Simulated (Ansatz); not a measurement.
A nudged elastic band was laid between two geometries of a periodic cell of 20 atoms, Ca18HO (surface Ca(111), adsorbate OH).

Computed with Ansatz, DFT PBE, scalar-relativistic, plane waves, PAW. Settings: cutoff 420 eV, k mesh 3x2x1, fermi-dirac smearing 0.05 eV, no spin polarisation.

* movable images: 5
* climbing image: yes
* spring: 5.0 eV/Å²
* optimiser: quadratic models (default)
* start path: IDPP
* force threshold: 0.05 eV/Å
* iteration limit: 74
* end points: relaxed
* atoms held: 1 to 6

Initial state:

```xyz
20
Lattice="7.8913 0.0000 0.0000 5.9185 10.2511 0.0000 0.0000 0.0000 18.4432" Properties=species:S:1:pos:R:3
Ca 1.973 1.139 1.000
Ca 5.918 1.139 1.000
Ca 3.946 4.556 1.000
Ca 7.891 4.556 1.000
Ca 5.918 7.973 1.000
Ca 9.864 7.973 1.000
Ca -0.012 2.275 4.093
Ca 3.957 2.250 4.079
Ca 1.994 5.691 4.087
Ca 5.905 5.721 4.062
Ca 3.945 9.112 3.974
Ca 7.893 9.116 4.110
Ca -0.097 -0.069 7.203
Ca 4.046 -0.067 7.202
Ca 1.982 3.385 7.154
Ca 5.900 3.474 7.112
Ca 3.946 6.968 7.180
Ca 7.899 6.789 7.087
O 3.948 9.118 8.137
H 3.945 9.114 9.115
```

Final state:

Only the atoms that move by more than 0.05 Å are listed.
```
Ca7 0.002 2.304 4.032
Ca10 5.947 5.691 4.106
Ca11 3.909 9.077 4.303
Ca12 7.901 9.108 4.038
Ca13 -0.113 -0.073 7.066
Ca14 4.067 -0.233 7.232
Ca15 2.001 3.332 7.092
Ca16 5.937 3.491 7.154
Ca17 3.865 7.029 7.244
Ca18 8.081 6.864 7.256
O19 3.988 9.120 6.575
H20 1.951 7.921 8.223
```

(1) Which bonds break or form, and what moves?

(2) Give the energies along the band, and the barrier.

(3) What is the geometry of the highest image?

The band took 47 iterations and roughly 3 core-hours.

Answers

(1) Contacts lost: O19–H20. Contacts made: Ca11–O19, Ca14–H20, Ca17–H20, Ca18–H20. The atom that moves furthest is H20, by 2.49 Å; four of its nearest neighbours are O19 0.98, Ca14 2.88, Ca13 2.88, Ca17 2.89 Å at the first end and Ca18 2.27, Ca14 2.32, Ca17 2.33, O19 2.88 Å at the last.

(2) The run converged. The highest image is number 2 of 0 to 6, 0.69 eV above the first end and 2.16 eV above the last; the last end lies 1.46 eV below the first. The profile has 2 maxima (images 2, 4) with wells between them (image 3): this band takes more than one step, which may be the mechanism or a detour left from its start path. Neighbouring images differ by up to 2.0 eV, so the band resolves the path poorly. By the program's own check the climbing image is of a kind that is not told: the force calls were inconclusive, a negative curvature could not be distinguished from the path's own, the only one lies far off the path, or fixed occupations may fill a level only in part (lowest curvatures found: -7.47 and 0.09 eV/Å²). Limits of this set-up: coarse k mesh, thin slab, slab without dipole correction, odd electron count without spin, a typed lattice constant that wasn't relaxed here.

```
image  path coordinate (Å)  energy (eV)  O19–H20 (Å)  Ca11–O19 (Å)  Ca14–H20 (Å)
    0                 0.00         0.00         0.98          4.16          2.88
    1                 1.97         0.53         0.99          3.52          2.33
    2                 3.95         0.69         1.25          2.62          2.28
    3                 5.11        -1.28         2.58          2.39          2.61
    4                 6.27        -1.18         2.72          2.29          2.54
    5                 7.43        -1.22         2.68          2.26          2.25
    6                 8.59        -1.46         2.88          2.27          2.32
```

(3) 
```xyz
20
Lattice="7.8913 0.0000 0.0000 5.9185 10.2511 0.0000 0.0000 0.0000 18.4432" Properties=species:S:1:pos:R:3:forces:R:3
Ca 1.973 1.139 1.000 0.01 -0.01 -0.01
Ca 5.918 1.139 1.000 0.00 -0.01 0.02
Ca 3.946 4.556 1.000 -0.01 0.02 -0.03
Ca 7.891 4.556 1.000 0.01 -0.01 -0.01
Ca 5.918 7.973 1.000 -0.02 0.01 0.03
Ca 9.864 7.973 1.000 0.00 0.00 0.00
Ca -0.001 2.268 4.051 0.00 0.00 0.00
Ca 3.950 2.292 4.043 0.00 0.00 0.00
Ca 1.988 5.711 4.085 0.00 0.00 0.00
Ca 5.925 5.683 4.028 0.00 0.00 0.00
Ca 3.890 9.080 4.132 0.00 0.00 0.00
Ca 7.897 9.100 4.085 0.00 0.00 0.00
Ca -0.312 -0.164 7.038 0.00 0.00 0.00
Ca 3.837 0.019 7.143 0.00 0.00 0.00
Ca 1.910 3.364 7.112 0.00 0.00 0.00
Ca 5.888 3.415 7.084 0.00 0.00 0.00
Ca 3.963 6.765 7.134 0.00 0.00 0.00
Ca 7.929 6.815 7.051 0.00 0.00 0.00
O 3.647 8.955 6.740 0.00 0.00 0.00
H 2.697 8.394 6.142 0.00 0.00 0.00
```

Time of the run: 68 min on 4 threads of Intel(R) Xeon(R) 6975P-C (Granite Rapids), with other jobs on the host, peak memory 6.9 GiB.
